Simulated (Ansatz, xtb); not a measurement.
# Ranking isomers of C6H6SSe

6 gas-phase structures of C6H6SSe, from a drawn sample of its isomers (lower ones may exist). Each was relaxed with GFN2-xTB; where two conformers were screened, the lower at r2SCAN-D4/def2-SVP is listed:

A. `C=Cc1c[se]c(S)c1`, a singlet
B. `C=Cc1ccc(S)[se]1`, a singlet
C. `C=Cc1cc[se]c1S`, a singlet
D. `C=Cc1c[se]cc1S`, a singlet
E. `C=Cc1[se]ccc1S`, a singlet
F. `C=Cc1cc(S)c[se]1`, a singlet

Q: Estimate their order in r2SCAN-D4/def2-SVP energy at these geometries, lowest first.

A: Calculated order at r2SCAN-D4/def2-SVP: E (0.000), B (0.030), F (0.035), C (0.105), A (0.128), D (0.139) eV. Less than 1 kcal/mol parts E and B; B and F; C and A; A and D, so the order within those pairs means little.

Energies above the lowest of each column, in eV; the last columns are at B3LYP-D3(BJ)/def2-SVP geometries:

| structure | GFN2-xTB | HF/STO-3G | r2SCAN-D4/def2-SVP | B3LYP-D3(BJ)/def2-SVP | CCSD(T)/def2-SVP + ΔMP2/def2-TZVPP |
| --- | --- | --- | --- | --- | --- |
| E | 0.000 | 0.034 | 0.000 | 0.000 | 0.000 |
| B | 0.124 | 0.000 | 0.030 | 0.052 | 0.071 |
| F | 0.025 | 0.028 | 0.035 | 0.032 | 0.014 |
| C | 0.177 | 0.096 | 0.105 | 0.053 | 0.049 |
| A | 0.200 | 0.054 | 0.128 | 0.143 | 0.124 |
| D | 0.068 | 0.095 | 0.139 | 0.147 | 0.112 |

CCSD(T)/def2-SVP + ΔMP2/def2-TZVPP puts E lowest, with F within 1 kcal/mol; HF/STO-3G picks B. CCSD(T)/def2-SVP + ΔMP2/def2-TZVPP orders those it was run on as E (0.000), F (0.014), C (0.049), B (0.071), D (0.112), A (0.124) eV. Less than 1 kcal/mol parts E and F; F and C; C and B; B and D; D and A, so the order within those pairs means little. Flexible structures stand in one conformer each, not always the lowest. Frequencies (GFN2-xTB) were run for A, B, D, E, F alone. ΔMP2 is the change of the MP2 energy from the smaller to the larger basis.

Over these structures GFN2-xTB departs from r2SCAN-D4/def2-SVP by 0.053 eV on average once a common shift is removed. A GFN2-xTB relaxation took about 0.25 s and the r2SCAN-D4/def2-SVP energy about 3.5 s on a shared host (Ansatz 0.2.0, xtb 6.7.1).
